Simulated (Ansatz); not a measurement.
`O[CH2][GeH2][OH]` and `O[BH][GeH2][CH2]O` differ in one atom or group.

Ansatz, PBE0-D4/def2-TZVP geometries, multiplicity 1. Each molecule was computed in one conformer, which needn't be the lowest.

Scalar relativity is left out up to krypton.

```csv
property,`O[CH2][GeH2][OH]`
HOMO–LUMO gap (B3LYP/def2-TZVPP) / eV,7.58
LUMO energy (ωB97M-V/def2-TZVPP) / eV,1.85
size of the dipole moment (ωB97M-V/def2-TZVPP) / D,2.12
HOMO–LUMO gap (ωB97M-V/def2-TZVPP) / eV,12.07
LUMO energy (PBE/def2-TZVPP) / eV,-0.71
HOMO–LUMO gap (PBE0/def2-TZVPP) / eV,8.11
```

(1) What does the change do to each property? (An estimate is asked.)

Results:

(1) Computed: 
```json
{"property": "HOMO–LUMO gap (B3LYP/def2-TZVPP) / eV", "`O[BH][GeH2][CH2]O`": "5.52", "shift": "-2.06"}
{"property": "LUMO energy (ωB97M-V/def2-TZVPP) / eV", "`O[BH][GeH2][CH2]O`": "0.92", "shift": "-0.93"}
{"property": "size of the dipole moment (ωB97M-V/def2-TZVPP) / D", "`O[BH][GeH2][CH2]O`": "3.23", "shift": "1.11"}
{"property": "HOMO–LUMO gap (ωB97M-V/def2-TZVPP) / eV", "`O[BH][GeH2][CH2]O`": "10.13", "shift": "-1.94"}
{"property": "LUMO energy (PBE/def2-TZVPP) / eV", "`O[BH][GeH2][CH2]O`": "-1.97", "shift": "-1.26"}
{"property": "HOMO–LUMO gap (PBE0/def2-TZVPP) / eV", "`O[BH][GeH2][CH2]O`": "5.95", "shift": "-2.16"}
```

With PBE0 the HOMO rises by 0.95 eV and the LUMO falls by 1.21 eV, so the gap narrows by about 2.16 eV. PBE moves the HOMO by 0.88 eV and ωB97M-V by 1.00 eV. Dipoles are sizes alone; their direction can turn.

Positive LUMOs are unbound, so they and the gaps depend on the basis.

B3LYP here is the variant with VWN-RPA as its local correlation; programs differ in this.
